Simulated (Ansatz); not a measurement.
Ansatz (a program for electronic structure) input (CCSD(T)/def2-SVPD):

Ansatz 0.2 input:
```yaml
crystal:
  periodic: [false, false, false]
  atoms:
    - {symbol: Sc, position_ang: [0.00000000, -0.00000000, -0.00000000]}
    - {symbol: F, position_ang: [-1.57420057, -0.96457457, 0.08446231]}
    - {symbol: F, position_ang: [-0.00071631, 1.71041017, -0.70010140]}
    - {symbol: F, position_ang: [1.57491688, -0.74583560, 0.61563909]}
basis:
  gaussian:
    orbitals: def2-SVPD
magnetization: {spin_polarized: true, initial_magnetization: 2}
correlation: {method: ccsd_t, electrons: outside_noble_gas}
```

End of the output:

```
cycle  17  -17.90471068 eV  change    5.9e-5 eV  update   1.2e-4
cycle  18  -17.90478799 eV  change   -7.7e-5 eV  update   1.0e-4
cycle  19  -17.90478095 eV  change    7.0e-6 eV  update   9.1e-5
cycle  20  -17.90470545 eV  change    7.5e-5 eV  update   8.0e-5
cycle  21  -17.90474159 eV  change   -3.6e-5 eV  update   6.6e-5
cycle  22  -17.90481103 eV  change   -6.9e-5 eV  update   5.0e-5
cycle  23  -17.90478011 eV  change    3.1e-5 eV  update   3.4e-5
cycle  24  -17.90471947 eV  change    6.1e-5 eV  update   2.3e-5
cycle  25  -17.90470370 eV  change    1.6e-5 eV  update   1.6e-5
cycle  26  -17.90472373 eV  change   -2.0e-5 eV  update   1.1e-5
cycle  27  -17.90473309 eV  change   -9.4e-6 eV  update   7.3e-6
cycle  28  -17.90473288 eV  change    2.2e-7 eV  update   5.2e-6
perturbative correction -0.52466333 eV, -0.0192810216 hartree
WARN: these amplitudes may be one of several solutions (largest doubles amplitude 0.06, level shift 15.90 eV)
Total energy: -28800.98778358 eV, -1058.4167790359 hartree
```

This state (charge 0, triplet) is run at the relaxed geometry of the species with charge 0 and multiplicity 1, and is a spin state other than that species' own.

The program attaches cautions to this result: other roots.
